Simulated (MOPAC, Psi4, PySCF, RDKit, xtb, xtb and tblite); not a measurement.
Two geometries of C₂H₇NSi₂, SMILES C#C[SiH2][SiH2]N, singlet, relaxed at GFN2-xTB with one dihedral held; other torsions can differ between them too.

Structure A

```
12

C      2.3806     1.8689    -0.1002
C      1.8708     0.7929     0.0717
Si     1.0329    -0.8449     0.3035
Si    -1.1034    -0.7793    -0.5588
N     -2.0363     0.1733     0.5322
H      2.8383     2.8060    -0.2442
H      1.8982    -1.8247    -0.3713
H      1.1249    -1.1094     1.7486
H     -1.1274    -0.2558    -1.9400
H     -1.7983    -2.0726    -0.6098
H     -1.6076     0.9117     1.0637
H     -2.9910     0.4057     0.3158
```

Structure B

```
12

C      0.9848    -1.5370     3.2502
C      1.0393    -1.2534     2.0825
Si     1.0501    -0.8158     0.2804
Si    -1.0996    -0.7723    -0.5523
N     -1.9461     0.4200     0.3683
H      0.9517    -1.7850     4.2729
H      1.7894     0.4531     0.1998
H      1.8882    -1.8415    -0.3630
H     -1.1998    -0.2686    -1.9273
H     -1.7461    -2.1009    -0.5579
H     -2.0190     0.2893     1.3651
H     -2.8318     0.7511     0.0185
```

Task: Which is lower in energy at the level DF-MP2 (frozen core)/cc-pVTZ // GFN2-xTB run with Psi4, and by how much?

Result: B is lower, by 3.08 kJ/mol (dihedral Si3–Si4–N5–H11: 30° in A, -60° in B).

E(B) − E(A) in kJ/mol at the other levels, on the same two geometries: GFN2-xTB (xtb and tblite) -0.60; MMFF94 // GFN2-xTB (RDKit) -6.28; PBE0/def2-TZVP // GFN2-xTB (Psi4) -2.48; PBE0-D3(BJ)/def2-TZVP // GFN2-xTB (Psi4) -2.51; PBE/def2-TZVP // GFN2-xTB (Psi4) -2.98; PBE-D3(BJ)/def2-TZVP // GFN2-xTB (Psi4) -3.00; wB97X-D/def2-TZVP // GFN2-xTB (Psi4) -2.10; HF/cc-pVTZ // GFN2-xTB (Psi4) -2.23; UFF // GFN2-xTB (RDKit) -8.96; PM3, restricted, heats of formation // GFN2-xTB (MOPAC) -3.39; PM6, restricted, heats of formation // GFN2-xTB (MOPAC) 4.37; GFN1-xTB // GFN2-xTB (xtb) 3.85; restricted B3LYP/6-31G*, spherical d, density fitting // GFN2-xTB (PySCF) -3.78; restricted Hartree-Fock/STO-3G // GFN2-xTB (PySCF) -3.74; restricted Hartree-Fock/6-31G*, spherical d, density fitting // GFN2-xTB (PySCF) -2.98; restricted MP2 (frozen core)/3-21G // GFN2-xTB (PySCF) 0.47.
